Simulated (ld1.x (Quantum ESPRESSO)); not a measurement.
# As (Z = 33): PAW pseudisation with PBEsol, scalar-relativistic reference atom.

| Quantity | Value |
| --- | --- |
| Element | arsenic (As) |
| Generator | ld1.x (Quantum ESPRESSO) 7.5 |
| Type | PAW |
| Functional | PBEsol |
| Relativity | scalar-relativistic |
| Frozen core | [Ne] 3s2 |
| Valence charge | 21 |
| Reference configuration | 3p6 3d10 4s2 4p3 |
| Partial waves | 4s (bound): rcut 1.60, rcutus 1.80 bohr; 4s channel at 3.5 Ry: rcut 1.60, rcutus 1.80 bohr; 3p (bound): rcut 0.95, rcutus 1.05 bohr; 4p (bound): rcut 0.95, rcutus 1.05 bohr; 3d (bound): rcut 0.90, rcutus 1.20 bohr; 3d channel at -0.8 Ry: rcut 0.90, rcutus 1.20 bohr |
| Local potential | all-electron potential smoothed inside 1.45 bohr (lloc = -2) |
| Core correction | Bessel-smoothed model core, default radius (core density twice the valence density) |
| Augmentation charge | BESSEL, radius 0.75 bohr |

Poles of the logarithmic derivatives, all-electron (AE) and pseudo (PS). s: poles at 1.7 (AE) and 1.7 (PS) Ry. p: poles at -9.8, 3.3 (AE) and -9.8, 3.3 (PS) Ry. d: poles at -2.9 (AE) and -2.9 (PS) Ry. Test radius 1.96 bohr.

- Cutoffs needed: 140 Ry and 200 Ry (the cutoffs (Ry, on a coarse ladder) from which the occupation-weighted sum of valence levels, in a spherical-Bessel basis at the reference potential, stays within 10 and 1 mRy of its value at 400 Ry)
- Ghost test: no extra level below or beside the all-electron valence levels (s, p, d, f tested) (spherical-Bessel basis up to 400 Ry, 20 bohr box)
- Configuration tests: test run stopped at test 2 of 7 (negative rho)
- Lowest eigenvalue of the overlap operator: 0.11 (p channel)
